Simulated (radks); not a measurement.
The numbers below are computed, except where a source is named.
Hf50+, 22 electrons, occupied as [Ar] 3d4 (the NIST ground configuration).

Level of theory: scalar-relativistic Kohn-Sham, PBEsol, spin-polarised, spherical densities, finite nucleus; open shells are filled with parallel spins first (spin-orbit coupling, left out, can overturn this in heavy ions); Fermi nuclear charge, rms radius 5.347 fm (a radial shooting solver on a logarithmic mesh with Libxc functionals).

Energy parts (hartree):
| part | energy |
|---|---|
| total | -12856.2921 |
| kinetic | 14266.1098 |
| electron-nucleus | -28803.7620 |
| Hartree | 1870.9873 |
| exchange-correlation | -189.6273 |

Orbitals (lengths in bohr, moments of r in powers of bohr; r(max) is where P^2 peaks; r(90%) holds 90 % of the orbital's charge):
orbital	occ.	eigenvalue (hartree)	r(max)	r(90%)
1s up	1	-2513.654	0.01191	0.0345
1s down	1	-2513.640	0.01191	0.0345
2s up	1	-523.8129	0.06794	0.124
2s down	1	-523.0656	0.06789	0.124
2p up	3	-474.4179	0.05552	0.116
2p down	3	-473.8253	0.05547	0.116
3s up	1	-194.7738	0.1864	0.289
3s down	1	-193.9550	0.1866	0.290
3p up	3	-179.9971	0.1826	0.291
3p down	3	-179.1619	0.1829	0.291
3d up	4	-164.8254	0.1462	0.266
3d down	0	-163.7654	0.1466	0.267
4s up	0	-99.59952	0.3811	0.536
4s down	0	-99.31249	0.3819	0.537
4p up	0	-93.72890	0.3864	0.548
4p down	0	-93.44138	0.3874	0.549

The highest occupied level is 3d up at -4485.1 eV. Spin moment in Bohr magnetons: 4.
